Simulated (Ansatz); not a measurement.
The cluster Pd4H3 (the lowest doublet isomer of a short search), 7 atoms. Hardware: 4 threads of Intel Xeon Platinum 8259CL on a shared host.

In the def2 sets Pd takes a core potential; there is no spin–orbit coupling. Correlated methods freeze no core orbitals; core or outer-core shells of Pd are correlated, in sets that lack core-valence functions.

Task: How many basis functions does each of these Ansatz runs have, and roughly what does it cost? BHLYP-D4/def2-TZVP, charge 0 doublet, energy, from earlier orbitals; r2SCAN-D4/def2-TZVP, charge 0 doublet, energy, from earlier orbitals; PBE-D4/def2-SVP, charge 0 doublet, energy, from earlier orbitals; MP2/def2-TZVP, charge 0 doublet, energy, from earlier orbitals; PBE-D4/def2-SVP, charge 0 doublet, energy with a search over starts; B3LYP-D4/def2-TZVP, charge 0 doublet, energy, from earlier orbitals; PBE0-D4/def2-SVP, charge 0 doublet, energy, from earlier orbitals; RPA@PBE/def2-TZVP, charge 0 doublet, energy, from earlier orbitals; PBE-D4/def2-TZVP, charge 0 doublet, energy and forces, from earlier orbitals; LDA (SPW92)/def2-TZVP, charge 0 doublet, energy, from earlier orbitals; B3LYP-D4/def2-SVP, charge 0 doublet, relaxation, 9 steps; HF/STO-3G, charge 0 doublet, energy.

Result: Other jobs shared the machine, so times can vary by a factor of up to 3. A dash marks memory too small to be measured apart from the calling script's.

| run | functions | fitting or Cholesky vectors | wall time | peak host memory (GiB) |
| --- | --- | --- | --- | --- |
| LDA (SPW92)/def2-TZVP, charge 0 doublet, energy, from earlier orbitals | 178 | 1568 | 2.6 s | – |
| PBE-D4/def2-TZVP, charge 0 doublet, energy and forces, from earlier orbitals | 178 | 1568 | 6 s | – |
| PBE-D4/def2-SVP, charge 0 doublet, energy, from earlier orbitals | 139 | 1310 | 7 s | – |
| PBE0-D4/def2-SVP, charge 0 doublet, energy, from earlier orbitals | 139 | 1481 | 8 s | 0.61 |
| B3LYP-D4/def2-TZVP, charge 0 doublet, energy, from earlier orbitals | 178 | 1568 | 9.5 s | 0.76 |
| RPA@PBE/def2-TZVP, charge 0 doublet, energy, from earlier orbitals | 178 | 1704 | 10 s | 0.72 |
| r2SCAN-D4/def2-TZVP, charge 0 doublet, energy, from earlier orbitals | 178 | 1568 | 11 s | – |
| MP2/def2-TZVP, charge 0 doublet, energy, from earlier orbitals | 178 | 1704 | 11 s | 0.66 |
| PBE-D4/def2-SVP, charge 0 doublet, energy with a search over starts | 139 | 1310 | 18 s | – |
| BHLYP-D4/def2-TZVP, charge 0 doublet, energy, from earlier orbitals | 178 | 1864 | 27 s | 1.2 |
| HF/STO-3G, charge 0 doublet, energy | 111 | 1386 | 44 s | 1.5 |
| B3LYP-D4/def2-SVP, charge 0 doublet, relaxation, 9 steps | 139 | 1658 | 82 s | 0.56 |
